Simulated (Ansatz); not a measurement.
# The dipole moment down a group: Si to Sn

One atom is swapped for its congeners: SiH2(SeH); GeH2(SeH); SnH2(SeH). All are doublets with charge 0.

Shapes, held fixed at every level: PBE0-D4/def2-TZVP. Flexible molecules stand in one conformer, not always the lowest. Programs: Ansatz 0.2.0. Values in D.

How should the dipole moment change along the series?

At wB97M-V/def2-TZVPP the dipole moment rises at every step, from 0.75 to 1.30 D. Every level shows the same order. Open shells run unrestricted unless RO is named. For atoms past krypton def2 sets carry core potentials with scalar relativity. Relativity is left out for Ge, Se unless named. Magnitudes only: a dipole under 1 D may point either way.

```csv
level,SiH2(SeH),GeH2(SeH),SnH2(SeH)
PBE-D4/def2-TZVPP,0.58,0.63,0.92
r2SCAN-D4/def2-TZVPP,0.68,0.75,1.11
B3LYP-D4/def2-TZVPP,0.64,0.72,1.07
wB97M-V/def2-TZVPP,0.75,0.89,1.30
```
